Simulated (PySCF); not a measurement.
**Ionisation energy of Bi by level of theory**

Bi [Xe] 4f14 5d10 6s2 6p3 (4S) → Bi+ [Xe] 4f14 5d10 6s2 6p2 (3P), as a difference of total energies. All numbers are calculated (PySCF 2.14, a scalar-relativistic core potential, in aug-cc-pVTZ-PP with one added diffuse shell each of d, f type with ECP60MDF (6s5p5d3f, 67 functions)). Correlated levels: valence: 5s2 5p6 5d10 frozen. The calculations carry no spin-orbit coupling.

| method | ionisation energy (eV) |
| --- | --- |
| UHF | 8.219 |
| MP2 (valence) | 8.571 |
| SCS-MP2 (valence) | 8.456 |
| CCSD (valence) | 8.580 |
| CCSD(T) (valence) | 8.603 |

Task: How much does correlation contribute at CCSD(T) (valence)?

Result: 8.603 − (8.219) = 0.384 eV, measured against UHF.

Spin-orbit coupling is strong in these open shells (close to jj coupling). The scalar numbers leave it out and a first-order estimate fails, so it can dominate the gap to the real levels.

Errors of the correlated levels include the incompleteness of this basis and the frozen core.

For comparison: 7.286 eV (measured; NIST Atomic Spectra Database, ionization energies).
